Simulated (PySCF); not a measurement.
# Basis and Hamiltonian dependence of the excitation energy of Pb²⁺

Pb²⁺ [Xe] 4f14 5d10 6s2 (1S) → Pb²⁺ [Xe] 4f14 5d9 6s2 7s1, s spin flipped. Calculated with PySCF 2.14 from differences of total energies of unrestricted determinants, without spin-orbit coupling. Values in eV.

| basis | Hamiltonian | functions | UHF | LDA | PBE0 |
| --- | --- | --- | --- | --- | --- |
| aug-cc-pVTZ-PP with ECP60MDF | ECP | 55 | 31.056 | 31.454 | 31.468 |
| def2-TZVPPD with the def2 core potential (60 electrons) | ECP | 56 | 31.058 | 31.531 | 31.565 |
| aug-cc-pVQZ-PP with ECP60MDF | ECP | 92 | 31.002 | 31.441 | 31.449 |
| ANO-RCC-VTZP | spin-free X2C | 93 | 31.888 | 32.127 | 32.137 |

At PBE0, ANO-RCC-VTZP lies more than 0.3 eV from the median of the rows with comparable relativity. Of these, ANO-RCC-VTZP has no diffuse functions of the l that the added or promoted electron needs.

In the upper determinant the s electron has its spin opposite to the other open shell, which mixes two multiplicities.
